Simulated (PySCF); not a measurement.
LiPb: energy against distance

Set-up: Li aug-cc-pVDZ, Pb aug-cc-pVDZ-PP with ECP60; scalar-relativistic core potentials (PySCF 2.14). Energies in eV from Li + Pb in their ground configurations at the same level. State: ⁴Σ⁻ (quartet), unpaired electrons σ ↑, π ↑↑.

All columns are BP86. A positive dipole means Li(−)Pb(+).

```tsv
R (Å)	E (eV)	μ (D)	Mulliken charge on Li (basis-dependent)	HOMO (eV)	LUMO (eV)	Mayer bond order	⟨S²⟩
2.277	-1.063	-4.25	-0.37	-3.84	-2.94	1.62	3.75
2.383	-1.227	-4.49	-0.27	-3.75	-2.97	1.51	3.75
2.489	-1.322	-4.72	-0.17	-3.67	-2.99	1.41	3.75
2.569	-1.360	-4.90	-0.11	-3.62	-3.00	1.34	3.75
2.648	-1.375	-5.07	-0.06	-3.57	-3.00	1.28	3.75
2.727	-1.372	-5.24	0.00	-3.52	-3.00	1.21	3.75
2.833	-1.347	-5.46	0.06	-3.46	-3.00	1.14	3.75
2.966	-1.291	-5.71	0.13	-3.39	-3.00	1.06	3.75
3.125	-1.201	-5.99	0.19	-3.33	-3.00	0.97	3.75
3.337	-1.061	-6.28	0.25	-3.26	-3.00	0.87	3.75
```

A fit through these points gives, at Re = 2.673 Å, μ = -5.12 D and dμ/dR = -2.14 D/Å; the reduced mass is 6.787 u.

Q: How strong is the fundamental in the double-harmonic approximation, I = 42.26·(dμ/dR)²/μred km/mol?

A: I = 42.26·(-2.14)²/6.787 = 28.5 km/mol at BP86.

These are scalar-relativistic numbers at best; spin–orbit coupling would shift them, the dissociation energy most. The state is the lowest determinant that a PBE0 search found; another state may lie lower at other levels.
